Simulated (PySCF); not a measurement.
C2H7FSi3, SMILES [SiH2]([SiH3])C#C[SiH2]F. Atoms are numbered in the order given.

```xyz
13

F      2.9929     1.4350     0.9923
Si     2.9012    -0.0770     0.3686
C      1.1559    -0.4666    -0.0255
C     -0.0183    -0.7483    -0.2985
Si    -1.7902    -1.0824    -0.6749
Si    -3.0276     0.8352    -0.0918
H      3.4097    -1.0390     1.3972
H      3.7189    -0.1163    -0.8852
H     -1.9320    -1.3897    -2.1409
H     -2.2444    -2.2781     0.1174
H     -2.8532     1.1196     1.3745
H     -2.5399     2.0110    -0.8923
H     -4.4869     0.6068    -0.3833
```

Geometry optimised at PBE-D3(BJ)/def2-SVP. This is a generated structure with no PubChem entry under its InChIKey; it may be hypothetical.

Calculation: PBE0/pcSseg-1 in PySCF.

GIAO shieldings, no solvent; atoms alike by connectivity are averaged. δ = σ(ref) − σ: ¹⁹F against CFCl3 (σ = 167.2 ppm); ²⁹Si against TMS (σ = 352.7 ppm); ¹³C against TMS (σ = 186.3 ppm); ¹H against TMS (σ = 31.56 ppm), references at their B3LYP-D3(BJ)/def2-TZVP geometries, non-relativistic.

Computed chemical shifts:
| nucleus | atoms | count | δ (ppm) |
|---|---|---|---|
| ¹⁹F | F1 | 1 | -216.7 |
| ²⁹Si | Si2 | 1 | -31.6 |
| ²⁹Si | Si5 | 1 | -93.3 |
| ²⁹Si | Si6 | 1 | -100.0 |
| ¹³C | C3 | 1 | 123.0 |
| ¹³C | C4 | 1 | 121.2 |
| ¹H | H7, H8 | 2 | 5.51 |
| ¹H | H9, H10 | 2 | 4.75 |
| ¹H | H11, H12, H13 | 3 | 4.13 |
